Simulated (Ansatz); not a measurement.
# Strength of the C–Se bond: SeH(CH3) → CH3 + HSe

Species: SeH(CH3), singlet; CH3 (methyl radical) `[CH3]`, doublet; HSe, doublet. 

Shapes, held fixed at every level: PBE0-D4/def2-TZVP. Programs: Ansatz 0.2.0. The zero-point and thermal change to 298 K, harmonic and unscaled (PBE0-D4/def2-TZVP), is -17.5 kJ/mol.

Question: Estimate ΔH(298 K) of this reaction.

Answer: The highest level, CCSD(T)/def2-TZVPP, gives ΔH(298 K) = +273.3 kJ/mol; the levels span +146.1 to +290.3. The column of differences is taken from that level and isn't an error. Hartree–Fock misses the correlation of the pair that is broken and comes out low. No measured value is set beside it here. Open shells run unrestricted unless RO is named. Relativity is left out for Se unless named. Correlated rows may include outer-core shells of Se, which these sets cover unevenly.

```json
{"level": "HF/def2-SVP", "kind": "Hartree–Fock", "ΔH(298 K) (kJ/mol)": "+146.1", "less CCSD(T)/def2-TZVPP": "-127.2"}
{"level": "BHLYP-D4/def2-TZVPP", "kind": "global hybrid", "ΔH(298 K) (kJ/mol)": "+249.2", "less CCSD(T)/def2-TZVPP": "-24.1"}
{"level": "PBE0-D4/def2-TZVPP", "kind": "global hybrid", "ΔH(298 K) (kJ/mol)": "+277.0", "less CCSD(T)/def2-TZVPP": "+3.7"}
{"level": "r2SCAN0-D4/def2-TZVPP", "kind": "global hybrid", "ΔH(298 K) (kJ/mol)": "+254.5", "less CCSD(T)/def2-TZVPP": "-18.8"}
{"level": "wB97M-V/def2-TZVPP", "kind": "range-separated hybrid", "ΔH(298 K) (kJ/mol)": "+276.1", "less CCSD(T)/def2-TZVPP": "+2.8"}
{"level": "B2PLYP/def2-TZVPP", "kind": "double hybrid", "ΔH(298 K) (kJ/mol)": "+266.4", "less CCSD(T)/def2-TZVPP": "-6.9"}
{"level": "MP2/def2-TZVPP", "kind": "perturbation theory", "ΔH(298 K) (kJ/mol)": "+290.3", "less CCSD(T)/def2-TZVPP": "+17.0"}
{"level": "CCSD(T)/def2-TZVPP", "kind": "coupled cluster or CI", "ΔH(298 K) (kJ/mol)": "+273.3", "less CCSD(T)/def2-TZVPP": "0.0"}
```
